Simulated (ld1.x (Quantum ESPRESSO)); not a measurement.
**tellurium (Te), ultrasoft: configuration errors across variants**

Te (Z = 52), ultrasoft, made with ld1.x (Quantum ESPRESSO) 7.5 (LDA (PZ), scalar-relativistic). Core [Ar] 3d10, reference 4s2 4p6 4d10 5s2 5p3.5 (charge +0.5). Waves: 4s (bound): rcut 1.25, rcutus 1.55 bohr; 5s (bound): rcut 1.25, rcutus 1.55 bohr; 4p (bound): rcut 1.10, rcutus 1.15 bohr; 5p (bound): rcut 1.10, rcutus 1.15 bohr; 4d (bound): rcut 0.75, rcutus 1.05 bohr; 4d channel at -0.6 Ry: rcut 0.75, rcutus 1.05 bohr. Local part: all-electron potential smoothed inside 1.25 bohr (lloc = -2). Core correction: Bessel-smoothed model core, default radius (core density twice the valence density). Augmentation charge: PSQ, radius 0.70 bohr.

All-electron excitation energies from the reference (eV): (1) 4s2 4p6 4d10 5s2 5p4 -3.985; (2) 4s2 4p6 4d10 5s2 5p3 5.931; (3) 4s2 4p6 4d10 5s2 5p2 24.105; (4) 4s2 4p6 4d9 5s2 5p4 45.328; (5) 4s2 4p6 4d10 5s1 5p5 5.368; (6) 4s2 4p6 4d9 5s2 5p5 34.167; (7) 4s2 4p6 4d10 5s2 5p0 88.243; (8) 4s2 4p6 4d10 5s2 5p3.5 spin -0.824; (9) 4s2 4p6 4d10 5s2 5p4 spin -4.464.

Spin tests fill each open shell by Hund’s rule, majority spin first.

1 further variants failed, have other tests or too few solved ones, and are left out.

Errors AE − PS in meV (a dash: test not solved or not reliable):

| change | (1) | (2) | (3) | (4) | (5) | (6) | (7) | (8) | (9) | bound ghosts |
| --- | --- | --- | --- | --- | --- | --- | --- | --- | --- | --- |
| base | +0.6 | -1.1 | -5.7 | -14 | -4.2 | -8.6 | -33 | -0.1 | +0.5 | none |
| local potential all-electron potential smoothed inside 0.76 bohr (lloc = -2) | +0.6 | -1.0 | -3.9 | +17 | -4.0 | +14 | -12 | +0.1 | +0.7 | none |
| local potential all-electron potential smoothed inside 0.86 bohr (lloc = -2) | +0.6 | -1.0 | -4.2 | +9.7 | -4.0 | +8.2 | -15 | +0.1 | +0.7 | none |
| local potential all-electron potential smoothed inside 1.04 bohr (lloc = -2) | +0.6 | -0.9 | -4.0 | +14 | -4.1 | +11 | -18 | +0.1 | +0.7 | none |
| local potential all-electron potential smoothed inside 1.16 bohr (lloc = -2) | +0.6 | -0.9 | -4.2 | +7.1 | -4.0 | +6.3 | -17 | +0.1 | +0.7 | none |
| local potential all-electron potential smoothed inside 1.44 bohr (lloc = -2) | +0.7 | -1.2 | -5.5 | -5.2 | -3.8 | -2.6 | -25 | 0.0 | +0.7 | none |
| local potential all-electron potential smoothed inside 1.52 bohr (lloc = -2) | +0.8 | -1.2 | -5.6 | -6.1 | -3.7 | -3.3 | -26 | 0.0 | +0.7 | none |
| local potential all-electron potential smoothed inside 1.64 bohr (lloc = -2) | +0.8 | -1.3 | -5.8 | -8.3 | -3.6 | -5.0 | -27 | 0.0 | +0.8 | none |
| local potential all-electron potential smoothed inside 1.76 bohr (lloc = -2) | +0.8 | -1.3 | -6.1 | -11 | -3.6 | -7.2 | -27 | 0.0 | +0.8 | none |

Problem. Give the same row for: local potential all-electron potential smoothed inside 1.22 bohr (lloc = -2).

Solution. +0.7, -0.9, -2.6, +36, -4.2, +27, +3.3, +0.3, +0.8; bound ghosts: none.
